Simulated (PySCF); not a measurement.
PySCF job for Sb(F)2(OMe) (CH₃F₂OSb), SMILES C[O][Sb]([F])[F], TDA-PBE0/def2-SVPD. Geometry: B3LYP-D3(BJ)/def2-SVP. The structure was generated by enumeration; whether it is a known compound was not checked. The def2 effective core potentials stand for the cores of Sb; spin–orbit coupling is left out. One conformer was computed; it need not be the lowest.

```python
import numpy as np
from pyscf import gto, scf, dft, tdscf

mol = gto.M(
    atom='''
    Sb   -0.50734756    0.31483267    0.00000000
    F    -0.43089033   -1.02236240    1.40586097
    F    -0.43089032   -1.02236238   -1.40586098
    O     1.41028905    0.73030470    0.00000000
    C     2.39228141   -0.29976080   -0.00000000
    H     3.38273929    0.18115953    0.00000001
    H     2.30600568   -0.93948777    0.89481127
    H     2.30600569   -0.93948776   -0.89481127
    ''',
    basis='def2-SVPD',
    ecp={'Sb': 'def2-svp'},
    charge=0,
    spin=0,
    symmetry=True,
    max_memory=1600,
    verbose=4,
)
mf = dft.RKS(mol, xc='pbe0').density_fit(auxbasis='def2-universal-jkfit')
mf.grids.level = 3
mf.conv_tol = 1e-9
mf.max_cycle = 100
mf.kernel()
mf.grids = dft.Grids(mol).set(level=1).build(with_non0tab=True)  # coarser grid for the response kernel
td = tdscf.TDA(mf)
td.singlet = True
td.nstates = 10
td.conv_tol = 1e-4
td.positive_eig_threshold = 1e-6
td.kernel(x0=td.get_init_guess(mf, 15))
td.analyze()
tt = tdscf.TDA(mf)
tt.singlet = False
tt.nstates = 4
tt.conv_tol = 1e-4
tt.positive_eig_threshold = 1e-6
tt.kernel(x0=tt.get_init_guess(mf, 9))
tt.analyze(verbose=3)
```

It prints:

```
PySCF version 2.14.0

[INPUT] verbose = 4
[INPUT] num. atoms = 8
[INPUT] num. electrons = 58
[INPUT] charge = 0
[INPUT] spin (= nelec alpha-beta = 2S) = 0
[INPUT] symmetry True subgroup None
[INPUT] Mole.unit = angstrom
[INPUT] Symbol           X                Y                Z      unit          X                Y                Z       unit  Magmom
[INPUT]  1 Sb    -0.507347560000   0.314832670000   0.000000000000 AA   -0.958747938366   0.594947521366   0.000000000000 Bohr   0.0
[INPUT]  2 F     -0.430890330000  -1.022362400000   1.405860970000 AA   -0.814264713423  -1.931984936053   2.656692202515 Bohr   0.0
[INPUT]  3 F     -0.430890320000  -1.022362380000  -1.405860980000 AA   -0.814264694526  -1.931984898259  -2.656692221413 Bohr   0.0
[INPUT]  4 O      1.410289050000   0.730304700000   0.000000000000 AA    2.665060060973   1.380075870483   0.000000000000 Bohr   0.0
[INPUT]  5 C      2.392281410000  -0.299760800000   0.000000000000 AA    4.520756677788  -0.566465814881   0.000000000000 Bohr   0.0
[INPUT]  6 H      3.382739290000   0.181159530000   0.000000010000 AA    6.392450808906   0.342341896555   0.000000018897 Bohr   0.0
[INPUT]  7 H      2.306005680000  -0.939487770000   0.894811270000 AA    4.357719176891  -1.775374582678   1.690948233474 Bohr   0.0
[INPUT]  8 H      2.306005690000  -0.939487760000  -0.894811270000 AA    4.357719195789  -1.775374563781  -1.690948233474 Bohr   0.0

nuclear repulsion = 298.754479709028
point group symmetry = Cs
symmetry origin: [ 2.41709149e-09 -1.09867801e-09 -1.75788474e-09]
symmetry axis x: [ 1.00000000e+00  5.81865345e-10 -1.21790815e-09]
symmetry axis y: [-5.81865314e-10  1.00000000e+00  2.50854284e-08]
symmetry axis z: [ 1.21790816e-09 -2.50854284e-08  1.00000000e+00]
num. orbitals of irrep A' = 89
num. orbitals of irrep A" = 56
number of shells = 59
number of NR pGTOs = 226
number of NR cGTOs = 145
basis = def2-SVPD
ecp = {'Sb': 'def2-svp'}


[settings echo left out]
init E= -528.641760742035
HOMO (A') = -0.710010771501471  LUMO (A') = -0.685951538234576  gap/eV = 0.65469
cycle= 1 E= -550.244813177611  delta_E= -21.6  |g|= 3.69  |ddm|=   15
HOMO (A") = -0.04880898876649  LUMO (A') = -0.0356315533170903  gap/eV = 0.35858
cycle= 2 E= -436.113816667627  delta_E=  114  |g|=   17  |ddm|=  150
HOMO (A') = -0.17548462570463  LUMO (A') = -0.140072395990732  gap/eV = 0.96362
cycle= 3 E= -551.170974313122  delta_E= -115  |g|= 2.81  |ddm|=  149
HOMO (A") = -0.246234465573096  LUMO (A') = -0.0877099779225787  gap/eV = 4.31367
cycle= 4 E= -554.266933833634  delta_E= -3.1  |g|= 1.27  |ddm|= 5.53
HOMO (A") = -0.284575658114768  LUMO (A") = -0.0785540024902112  gap/eV = 5.60613
cycle= 5 E= -554.508129316786  delta_E= -0.241  |g|= 0.733  |ddm|= 1.51
HOMO (A") = -0.343607966590554  LUMO (A") = -0.0697787694905045  gap/eV = 7.45127
cycle= 6 E= -554.593609631612  delta_E= -0.0855  |g|= 0.199  |ddm|= 0.656
HOMO (A") = -0.306343520589746  LUMO (A") = -0.0581509731925074  gap/eV = 6.75366
cycle= 7 E= -554.600867829579  delta_E= -0.00726  |g|= 0.0801  |ddm|= 0.255
HOMO (A") = -0.317107823554547  LUMO (A") = -0.0600257182525361  gap/eV = 6.99556
cycle= 8 E= -554.602042969012  delta_E= -0.00118  |g|= 0.0266  |ddm|= 0.08
HOMO (A") = -0.316416053361014  LUMO (A") = -0.0607225348436096  gap/eV = 6.95778
cycle= 9 E= -554.602178496315  delta_E= -0.000136  |g|= 0.00271  |ddm|= 0.0259
HOMO (A") = -0.31628737813816  LUMO (A") = -0.0603075792057339  gap/eV = 6.96557
cycle= 10 E= -554.602180656673  delta_E= -2.16e-06  |g|= 0.000377  |ddm|= 0.0043
HOMO (A") = -0.316283408781413  LUMO (A") = -0.0603561154353969  gap/eV = 6.96414
cycle= 11 E= -554.602180683443  delta_E= -2.68e-08  |g|= 9.41e-05  |ddm|= 0.000608
HOMO (A") = -0.316270801153507  LUMO (A") = -0.0603612885506308  gap/eV = 6.96365
cycle= 12 E= -554.602180685828  delta_E= -2.39e-09  |g|= 1.6e-05  |ddm|= 0.000167
HOMO (A") = -0.316270989708457  LUMO (A") = -0.0603614306993663  gap/eV = 6.96365
cycle= 13 E= -554.6021806859  delta_E= -7.16e-11  |g|= 1.97e-06  |ddm|= 2.84e-05
HOMO (A") = -0.316270927113074  LUMO (A") = -0.0603611284609151  gap/eV = 6.96366
Extra cycle  E= -554.6021806859  delta_E= -3.41e-13  |g|= 1.41e-06  |ddm|= 5.05e-06
converged SCF energy = -554.6021806859
tot grids = 36408
Overwritten attributes  positive_eig_threshold  of <class 'pyscf.tdscf.rks.TDA'>


******** <class 'pyscf.tdscf.rks.TDA'> for <class 'pyscf.df.df_jk.DFSymAdaptedRKS'> ********
nstates = 10 singlet
deg_eia_thresh = 1.000e-03
wfnsym = None
conv_tol = 0.0001
eigh lindep = 1e-12
eigh level_shift = 0
eigh max_cycle = 100


Excitation energies (eV)
[5.75527679 5.87291244 6.01365076 6.33927194 6.9302418  7.35079968
 7.44090592 7.92507385 7.9643267  8.15449124]

** Singlet excitation energies and oscillator strengths **
Excited State   1:   A"      5.75528 eV    215.43 nm  f=0.0004
      29 -> 31        0.69850
Excited State   2:   A'      5.87291 eV    211.11 nm  f=0.0147
      28 -> 31        0.16818
      28 -> 32        0.13837
      29 -> 30        0.66700
Excited State   3:   A"      6.01365 eV    206.17 nm  f=0.0248
      27 -> 30       -0.12091
      28 -> 30        0.68822
Excited State   4:   A'      6.33927 eV    195.58 nm  f=0.0702
      27 -> 31       -0.17462
      28 -> 31        0.65751
      29 -> 30       -0.14640
Excited State   5:   A"      6.93024 eV    178.90 nm  f=0.0006
      27 -> 30        0.11844
      29 -> 32       -0.68494
Excited State   6:   A'      7.35080 eV    168.67 nm  f=0.0848
      27 -> 31        0.62228
      28 -> 31        0.13064
      28 -> 32       -0.24774
Excited State   7:   A"      7.44091 eV    166.63 nm  f=0.1342
      26 -> 31       -0.20346
      27 -> 30        0.63378
      29 -> 32        0.10753
Excited State   8:   A'      7.92507 eV    156.45 nm  f=0.3150
      25 -> 30       -0.13180
      26 -> 30       -0.14460
      27 -> 31       -0.20216
      28 -> 32       -0.58977
      29 -> 30        0.12921
Excited State   9:   A'      7.96433 eV    155.67 nm  f=0.0167
      23 -> 31        0.10460
      26 -> 30       -0.67353
Excited State  10:   A'      8.15449 eV    152.04 nm  f=0.0465
      25 -> 30       -0.68004

** Transition electric dipole moments (AU) **
state          X           Y           Z        Dip. S.      Osc.
  1        -0.0000     -0.0000      0.0528      0.0028      0.0004
  2        -0.2744      0.1633      0.0000      0.1019      0.0147
  3        -0.0000      0.0000      0.4105      0.1685      0.0248
  4         0.5655      0.3636     -0.0000      0.4520      0.0702
  5        -0.0000      0.0000      0.0598      0.0036      0.0006
  6         0.2120      0.6527      0.0000      0.4710      0.0848
  7        -0.0000      0.0000      0.8581      0.7364      0.1342
  8        -1.2716      0.0741     -0.0000      1.6224      0.3150
  9         0.2656      0.1229      0.0000      0.0856      0.0167
 10         0.4691      0.1133      0.0000      0.2329      0.0465

WARN: ECP detected. Skipping calculation of transition velocity and magnetic dipole moments, which have not yet been implemented.



******** <class 'pyscf.tdscf.rks.TDA'> for <class 'pyscf.df.df_jk.DFSymAdaptedRKS'> ********
nstates = 4 triplet
deg_eia_thresh = 1.000e-03
wfnsym = None
conv_tol = 0.0001
eigh lindep = 1e-12
eigh level_shift = 0
eigh max_cycle = 100


Excitation energies (eV)
[5.27485993 5.28880758 5.37938441 5.48355065]

** Triplet excitation energies and oscillator strengths **
Excited State   1:   A"      5.27486 eV    235.05 nm  f=0.0000
Excited State   2:   A'      5.28881 eV    234.43 nm  f=0.0000
Excited State   3:   A'      5.37938 eV    230.48 nm  f=0.0000
Excited State   4:   A"      5.48355 eV    226.10 nm  f=0.0000
```

Self-consistency was reached.

Cost: around 80 core-seconds (rough).
